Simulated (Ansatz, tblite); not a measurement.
Forces on the cluster Be₅S₄⁺ at its PBE-D4/def2-SVP geometry. The state is a doublet with charge 1.

The xTB rows come from tblite. The structure comes from a short search, and lower isomers may exist.

GFN1-xTB (tblite), largest force 1.06 eV/Å:

```xyz
9
positions Å, forces eV/Å
Be    0.811    1.073    1.310    0.011    0.359    0.188
Be   -1.180    0.223   -0.703   -0.589   -0.226   -0.340
Be    0.768    1.537   -0.846   -0.275    0.116   -0.255
Be    0.147   -1.409   -1.454   -0.235   -0.368   -0.454
Be    0.009   -1.294    1.400   -0.294   -0.711    0.160
S     0.133    0.281   -2.401    0.112    0.250    1.023
S     1.359   -0.450    2.394   -0.216    0.346   -0.269
S    -0.842    1.891    0.380    0.823   -0.497   -0.166
S    -1.205   -1.851   -0.079    0.663    0.730    0.114
```

GFN2-xTB (tblite), largest force 0.73 eV/Å:

```
Be 0.061 0.442 -0.538
Be -0.172 -0.085 -0.135
Be 0.214 0.182 0.291
Be -0.416 -0.043 -0.310
Be -0.103 -0.292 0.178
S 0.054 -0.147 0.452
S -0.148 -0.199 0.026
S -0.053 -0.309 -0.063
S 0.563 0.451 0.099
```

PBE-D4/def2-TZVP (Ansatz), largest force 0.53 eV/Å:

```
Be -0.143 -0.155 0.002
Be 0.396 -0.012 -0.022
Be -0.426 -0.192 0.008
Be -0.336 0.357 0.131
Be 0.034 0.094 -0.072
S 0.002 -0.135 0.502
S -0.199 0.133 -0.254
S 0.371 -0.333 -0.171
S 0.300 0.243 -0.124
```
